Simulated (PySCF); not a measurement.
Two-component Hartree-Fock for Sn³⁺ (tin, charge +3)

Start: [Kr] 4d10 5s1; 5s1/2 filled at m_j = +1/2. Calculated with PySCF 2.14 in x2c-TZVPall-2c (8s9p5d2f, 74 functions): generalised Hartree-Fock with the X2C-1e Hamiltonian and a Gaussian nucleus; one run each with spin-orbit coupling (SO) switched off, then screened by Boettger's factors. This is a chosen level, not necessarily the ground level.

```csv
spinor shell,electrons,"ε, spin-free (eV)","ε, screened SO (eV)",weight of nominal j (screened SO),"rms radius, screened SO (bohr)"
1s1/2,2,-29376.8,-29374.1,1.000,0.0333
2s1/2,2,-4552.8,-4552.0,1.000,0.136
2p1/2,2,-4083.0,-4243.0,1.000,0.118
2p3/2,4,-4083.0,-4010.1,1.000,0.123
3s1/2,2,-942.11,-941.92,1.000,0.361
3p1/2,2,-784.83,-814.99,1.000,0.354
3d3/2,4,-543.35,-548.58,1.000,0.340
3d5/2,6,-543.35,-539.70,1.000,0.342
4s1/2,2,-189.20,-189.17,1.000,0.874
4p1/2,2,-139.38,-144.85,1.000,0.930
4p3/2,4,-139.38,-136.87,1.000,0.958
4d3/2,4,-64.738,-65.432,0.990,1.16
4d5/2,6,-64.738,-64.263,0.994,1.17
5s1/2,1,-39.465,-39.466,1.000,2.31
```

(1) Where does 3p3/2 lie, and what is the 3p spin-orbit splitting (screened SO)?

```
   quantity    spin-free  screened SO
E (hartree)  -6171.24313  -6172.70447
        M_J          1/2          1/2
       ⟨J²⟩        0.751        0.751
       ⟨L²⟩        0.000        0.018
       ⟨S²⟩        0.751        0.768
```

Each row is a mean over spinors that exchange with the open shell spreads, by up to 0.509 eV (4s1/2).

Breit and QED terms are absent; they matter most for the inner s and p1/2 levels.

Densities and radii are taken from the X2C orbitals without a picture-change correction, which distorts them close to the nucleus.

Without spin-orbit coupling the j labels of p, d and f shells carry no meaning; the spin-free column gives the mean over the occupied spinors of each nl shell.

## Answers

(1) At -771.01 eV, 43.971 eV above 3p1/2.
